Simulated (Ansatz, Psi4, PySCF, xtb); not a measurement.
Pair of molecules: NH3 (SMILES N) (first 4 atoms) with C3H6 (SMILES C=CC); geometry from B3LYP-D3(BJ)/def2-TZVP, rigid monomers moved along the line of their centres of mass till H4···C6 is 3.01 Å.
(charge 0, multiplicity 1):
| atom | x (Å) | y (Å) | z (Å) |
|---|---|---|---|
| N | -0.2111 | -0.2086 | 0.5372 |
| H | -0.7118 | -0.8550 | -0.0620 |
| H | 0.7385 | -0.1483 | 0.1871 |
| H | -0.1655 | -0.6235 | 1.4625 |
| C | 0.1363 | -0.9567 | 4.6278 |
| C | -0.5085 | 0.1706 | 4.3498 |
| C | 0.1363 | 1.4853 | 4.0503 |
| H | 1.2196 | -0.9938 | 4.6697 |
| H | -0.3926 | -1.8792 | 4.8310 |
| H | -1.5950 | 0.1570 | 4.3198 |
| H | -0.2122 | 2.2574 | 4.7419 |
| H | 1.2231 | 1.4230 | 4.1248 |
| H | -0.1241 | 1.8144 | 3.0410 |

Interaction energies are E(AB) − E(A) − E(B) at the monomers' geometry in the complex; basis-set methods are counterpoise corrected. Rows marked so take none.

Cores are frozen in the correlated methods. Rows in 3-21G, 6-31G* carry no dispersion term and start afresh at each structure (6-31G* with six Cartesian d functions).

Run with Ansatz (Gaussian basis) for Hartree–Fock, density functionals and correlated methods; Psi4 for SAPT; PySCF for 3-21G rows, 6-31G* rows, the dispersion terms; xtb for the GFN methods. 

| level | interaction energy (kJ/mol) |
|---|---|
| GFN2-xTB | -6.0 |
| BP86/6-31G* (no counterpoise) | -6.1 |
| r2SCAN-D4/def2-TZVPPD | -7.9 |
| B3LYP/3-21G (no counterpoise) | -9.7 |
| PBE0-D3(BJ)/def2-TZVPPD | -8.6 |
| wB97M-V/def2-TZVPPD | -7.6 |
| SCS-MP2/aug-cc-pVDZ | -6.0 |
| CCSD/aug-cc-pVDZ | -6.2 |
| SAPT0/jun-cc-pV(D+d)Z | ___ |

### Question
What belongs in the gaps?

### Answer

- SAPT0/jun-cc-pV(D+d)Z, interaction energy (kJ/mol): -6.6

Ansatz is a first-principles code.
